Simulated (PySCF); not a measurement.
## Sulfur: highly charged ions in a basis for the neutral atom

S¹²⁺ [He] 2s2, S¹³⁺ [He] 2s1. Calculation: PySCF 2.14, in cc-pV(D+d)Z (4s3p2d, 23 functions); the non-relativistic Hamiltonian (point nucleus). No spin-orbit coupling, so a gap to NIST mixes the basis error with missing relativistic terms.

Changed run: basis of the neutral atom used for a highly charged ion. This setting is unsound on purpose.

```json
{"species": "S¹²⁺", "method": "UHF", "sound run (hartree)": "not run", "changed run (hartree)": "-295.09025", "converged": "yes"}
{"species": "S¹²⁺", "method": "M06-2X", "sound run (hartree)": "not run", "changed run (hartree)": "-295.26561", "converged": "yes"}
{"species": "S¹²⁺", "method": "B3LYP", "sound run (hartree)": "not run", "changed run (hartree)": "-295.14335", "converged": "yes"}
{"species": "S¹³⁺", "method": "UHF", "sound run (hartree)": "not run", "changed run (hartree)": "-271.58424", "converged": "yes"}
{"species": "S¹³⁺", "method": "M06-2X", "sound run (hartree)": "not run", "changed run (hartree)": "-271.65167", "converged": "yes"}
{"species": "S¹³⁺", "method": "B3LYP", "sound run (hartree)": "not run", "changed run (hartree)": "-271.56343", "converged": "yes"}
```

Ionisation energy of S¹²⁺:

```
method  changed run (eV)      NIST (eV)
   UHF            639.63  651.96 ± 0.12
M06-2X            642.57  651.96 ± 0.12
 B3LYP            641.64  651.96 ± 0.12
```

The contracted functions were made for the neutral atom and can be too rigid for a highly charged ion.
